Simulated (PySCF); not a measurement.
Radial density of Cu⁺ (copper, charge +1)

M06-2X, [Ar] 3d10, closed-shell 1S. Computed with PySCF 2.14 in aug-cc-pVDZ-PP with ECP10MDF, with a scalar-relativistic core potential. This is the valence pseudo-density: the core potential removes the inner electrons and smooths the orbitals near the nucleus.

```tsv
r (bohr)	4πr²ρ (e/bohr)
0.00676	1.488e-05
0.0114	4.177e-05
0.0191	0.0001218
0.0322	0.0004985
0.0541	0.004762
0.0911	0.06495
0.153	0.6520
0.258	4.152
0.433	16.57
0.729	20.86
1.23	6.822
2.06	1.112
3.47	0.1019
5.84	0.0004090
```

Energies and moments cover only the electrons outside the core potential.
